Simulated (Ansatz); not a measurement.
Basis-set extrapolation for `N[Si](F)F` radical (PBE0-D4/def2-TZVP geometry, frozen core, Ansatz). Multiplicity 2, UHF reference.

|  | cc-pV(T+d)Z | cc-pV(Q+d)Z |
| --- | --- | --- |
| HF | -543.675797 | -543.704743 |
| MP2 correlation | -0.810394 | -0.881577 |
| CCSD(T) correlation | -0.846983 | -0.916750 |

Energies in hartree. Use E(X) = E(∞) + A·exp(−5.46·√X) for Hartree–Fock and E(X) = E(∞) + B·X^(−3.05) for correlation, with X = 3 and 4.

Question: What is the CCSD(T) energy at the basis-set limit?

Answer: HF limit: -543.704743 + (-0.028946) × 0.30130 = -543.71346. Correlation limit: -0.916750 + (-0.069767) × 0.71189 = -0.96642. Total: -544.67988 hartree, 98.6 kcal/mol below CCSD(T)/cc-pV(T+d)Z.
